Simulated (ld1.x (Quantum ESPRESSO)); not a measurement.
Building the PAW potential for Mo (Z = 42) (PBEsol, scalar-relativistic).

ld1.x (Quantum ESPRESSO) 7.5 input, shortened:

```
&input
   title='Mo', zed=42., rel=1, dft='PBESOL', iswitch=3,
   config='[Kr] 4d5 5s0.5 5p0'
 /
 &inputp
   pseudotype=3, lpaw=.true., tm=.true., lloc=-2, rcloc=1.55,
   nlcc=.true., new_core_ps=.true., rcore=1.45,
   which_augfun='BESSEL', rmatch_augfun=1.70
 /
6
5S  1  0   0.50   0.00  2.25  2.65  0.0
5S  1  0   0.00   0.30  2.25  2.65  0.0
4P  2  1   6.00   0.00  1.75  2.00  0.0
5P  3  1   0.00   0.00  1.75  2.00  0.0
4D  3  2   5.00   0.00  1.95  2.45  0.0
4D  3  2   0.00   1.55  1.95  2.45  0.0
 &test
   configts(1)='4p6 4d5 5s0.5 5p0'
 /
```

Question: Does this generation succeed?

Answer: No. ld1.x (Quantum ESPRESSO) 7.5 stopped with "run_pseudo: Errors in PS-KS equation": the pseudo-atom solver did not find the valence states with the expected number of nodes, which is the usual sign of a ghost state. Before that it printed "Warning: n=1, l=0 expected 0 nodes, found 1".
